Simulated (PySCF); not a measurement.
# Radial density of Re (rhenium, neutral)

TPSSh, [Xe] 4f14 5d6 6s1, high-spin 6D determinant (an excited configuration). All numbers are calculated (PySCF 2.14, a scalar-relativistic core potential, in cc-pV5Z-PP with ECP60MDF). This is the valence pseudo-density: the core potential removes the inner electrons and smooths the orbitals near the nucleus.

```json
{"r (bohr)": "0.151", "4πr²ρ (e/bohr)": "2.110e-05", "4πr²(ρα − ρβ)": "0.0000"}
{"r (bohr)": "0.255", "4πr²ρ (e/bohr)": "0.001102", "4πr²(ρα − ρβ)": "0.0002"}
{"r (bohr)": "0.428", "4πr²ρ (e/bohr)": "0.1583", "4πr²(ρα − ρβ)": "0.0102"}
{"r (bohr)": "0.720", "4πr²ρ (e/bohr)": "5.695", "4πr²(ρα − ρβ)": "0.3976"}
{"r (bohr)": "1.21", "4πr²ρ (e/bohr)": "11.16", "4πr²(ρα − ρβ)": "2.1529"}
{"r (bohr)": "2.04", "4πr²ρ (e/bohr)": "3.765", "4πr²(ρα − ρβ)": "2.0415"}
{"r (bohr)": "3.43", "4πr²ρ (e/bohr)": "0.8921", "4πr²(ρα − ρβ)": "0.6668"}
{"r (bohr)": "5.77", "4πr²ρ (e/bohr)": "0.06701", "4πr²(ρα − ρβ)": "0.0461"}
{"r (bohr)": "9.70", "4πr²ρ (e/bohr)": "0.0007371", "4πr²(ρα − ρβ)": "0.0003"}
```

Energies and moments cover only the electrons outside the core potential. Spin-orbit coupling, absent here, splits the open shell strongly.
